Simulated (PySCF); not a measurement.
PySCF 2.14 output of an unrestricted M06-L calculation on a single atom or ion in aug-cc-pVTZ-DK (8s7p5d3f2g, 93 functions), with the spin-free X2C one-electron Hamiltonian (Gaussian nucleus):

```
SCF conv_tol = 1e-09
number electrons alpha = 12  beta = 9
    Y. Zhao and D. G. Truhlar.,  J. Chem. Phys. 125, 194101 (2006)
    Y. Zhao and D. G. Truhlar.,  J. Chem. Phys. 125, 194101 (2006)
    Y. Zhao and D. G. Truhlar.,  Theor. Chem. Acc. 120, 215 (2008)
cycle= 1 E= -853.397186295191  delta_E= -0.00668  |g|= 0.0103  |ddm|= 1.28
cycle= 2 E= -853.397296391714  delta_E= -0.00011  |g|= 0.00235  |ddm|= 0.455
cycle= 3 E= -853.397302598296  delta_E= -6.21e-06  |g|= 0.00145  |ddm|= 0.0668
cycle= 4 E= -853.397303327619  delta_E= -7.29e-07  |g|= 0.000188  |ddm|= 0.0202
cycle= 5 E= -853.397303357322  delta_E= -2.97e-08  |g|= 3.63e-05  |ddm|= 0.0089
cycle= 6 E= -853.397303358566  delta_E= -1.24e-09  |g|= 2.08e-06  |ddm|= 0.00104
cycle= 7 E= -853.39730335857  delta_E= -4.21e-12  |g|= 1.87e-07  |ddm|= 8.71e-05
converged SCF energy = -853.39730335857  <S^2> = 3.7508779  2S+1 = 4.0004389
```

The run itself started from symmetry-adapted Hartree-Fock orbitals and held the occupation by maximum overlap, on a logarithmic radial grid, so the iterations belong to that start.

Q: Which element, charge and spin multiplicity is this?

A: Ti+ (titanium, charge +1), multiplicity 4; the state was [Ar] 3d2 4s1, high-spin 4F determinant.
